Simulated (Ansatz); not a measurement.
`N[SiH2]O[Si](N)(Cl)Cl` and `N[SiH](F)[Si](N)(Cl)Cl` differ in one atom or group.

Ansatz, PBE0-D4/def2-TZVP geometries, multiplicity 1. Each molecule was computed in one conformer, which needn't be the lowest.

```tsv
property	`N[SiH2]O[Si](N)(Cl)Cl`
size of the dipole moment (ωB97M-V/def2-TZVPP) / D	0.81
size of the dipole moment (PBE/def2-TZVPP) / D	0.77
HOMO–LUMO gap (ωB97M-V/def2-TZVPP) / eV	12.42
HOMO energy (B3LYP/def2-TZVPP) / eV	-7.66
LUMO energy (PBE0/def2-TZVPP) / eV	0.58
HOMO–LUMO gap (PBE/def2-TZVPP) / eV	6.13
```

Give the same properties after the change, and the shifts. (Estimate.)

Ansatz gave: 
```tsv
property	`N[SiH](F)[Si](N)(Cl)Cl`	shift
size of the dipole moment (ωB97M-V/def2-TZVPP) / D	0.90	0.09
size of the dipole moment (PBE/def2-TZVPP) / D	0.88	0.11
HOMO–LUMO gap (ωB97M-V/def2-TZVPP) / eV	11.55	-0.87
HOMO energy (B3LYP/def2-TZVPP) / eV	-7.71	-0.05
LUMO energy (PBE0/def2-TZVPP) / eV	-0.34	-0.92
HOMO–LUMO gap (PBE/def2-TZVPP) / eV	5.39	-0.74
```

Dipoles are sizes alone; their direction can turn.

B3LYP here is the variant with VWN-RPA as its local correlation; programs differ in this.
